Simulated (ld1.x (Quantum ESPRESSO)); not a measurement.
**Reading a pseudo-wave (Er)**

Columns: radius, all-electron u(r) and pseudo u(r) of the 4f shell (level -17.44 eV) of erbium in the configuration [Kr] 4d10 4f12 5s2 5p6 5d0 6s0 6p0; PBE, scalar-relativistic, RRKJ scheme, ld1.x (Quantum ESPRESSO) 7.5.

```csv
r (bohr),all-electron,pseudo
0.128,0.1911,0.0135
0.255,0.6990,0.1705
0.382,1.0312,0.5897
0.510,1.1201,1.0918
0.638,1.0678,1.3247
0.765,0.9621,1.1945
0.893,0.8446,0.9273
1.020,0.7346,0.7421
1.148,0.6359,0.6359
1.275,0.5508,0.5508
1.402,0.4778,0.4778
1.530,0.4147,0.4147
1.658,0.3608,0.3608
1.785,0.3150,0.3150
1.912,0.2756,0.2756
2.040,0.2415,0.2415
2.168,0.2120,0.2120
2.295,0.1867,0.1867
2.422,0.1647,0.1647
2.550,0.1454,0.1454
2.678,0.1286,0.1286
2.805,0.1140,0.1140
2.932,0.1011,0.1011
3.060,0.0897,0.0897
3.188,0.0796,0.0796
3.315,0.0707,0.0707
```

(1) How many radial nodes do the two functions have?

(2) At about which radius was the pseudo-wave matched?

(3) Is the pseudo-wave norm-conserving?

Answers

(1) The all-electron 4f function has n − l − 1 = 0; the pseudo-wave has 0.

(2) 1.15 bohr, where the columns begin to agree (steps of 0.13 bohr).

(3) Yes: the RRKJ scheme keeps the norm inside the radius equal to the all-electron one, which fixes the energy derivative of the logarithmic derivative at the level.
